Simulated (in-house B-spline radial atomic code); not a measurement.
Atomic self-consistent-field run: Cl³⁺. Method: scalar-relativistic (X2C) BHandHLYP, spin-polarised, spherical fractional occupations, Fermi nucleus of rms radius 3.3654 fm. Calculated with a B-spline radial code for spherical atoms.

In the input, 3d5,1 would mean five up and one down electron.

Command:
```bash
python run_scf.py task.json out
```
Settings (nuclear radius in fm, mass in u):
```
Z                17
configuration    1s2 2s2 2p6 3s2 3p2,0
hamiltonian      x2c
method           bhandhlyp
spin_polarised   True
nucleus          fermi
rms_radius       3.3654
atomic_mass      34.96885
speed_of_light   137.035999084
```

Output (hartree, bohr):
```
 radial grid: 69 intervals, B-splines of order 8, outer radius 18.6486 bohr

 iter        energy (Eh)    residual
    1        -457.252883    2.60e-01
    2        -458.598219    9.78e-02
    3        -458.691662    3.34e-02
    4        -458.703590    1.15e-02
    5        -458.705200    3.80e-03
    6        -458.705345    9.38e-05
    7        -458.705345    1.12e-05
    8        -458.705345    9.52e-07
    9        -458.705345    3.24e-08

 total energy                      -458.70535
 kinetic                             461.1365
 electron-nucleus                  -1071.9823
 Hartree                             179.1773
 exact exchange                      -13.1784
 exchange-correlation                -13.8584

 orbital      occ     eigenvalue          <r>       <r^2>       <1/r>       r_max
 1s up      1.000      -104.9356    0.0907042   0.0110836     16.7824     0.05926
 1s down    1.000      -104.9111    0.0906851   0.0110784      16.785     0.05926
 2s up      1.000       -11.6618     0.440897    0.230738     3.34373      0.3604
 2s down    1.000       -11.6403     0.440752    0.230398     3.34199      0.3606
 2p up      3.000        -9.2547      0.40433     0.20324     3.21919       0.301
 2p down    3.000        -9.2169     0.405032    0.203845      3.2132      0.3017
 3s up      1.000        -2.3927      1.39334     2.21704    0.988538       1.223
 3s down    1.000        -2.2158      1.40474     2.26094    0.982526       1.221
 3p up      2.000        -1.7444      1.52553      2.6924    0.880951       1.312
```

Run time, properties included: 0.12 s on 1 thread of Arm Neoverse V2, with other jobs on the host.

Caution: exact exchange at fractional occupations of open shells leaves self-interaction of up to several eV.
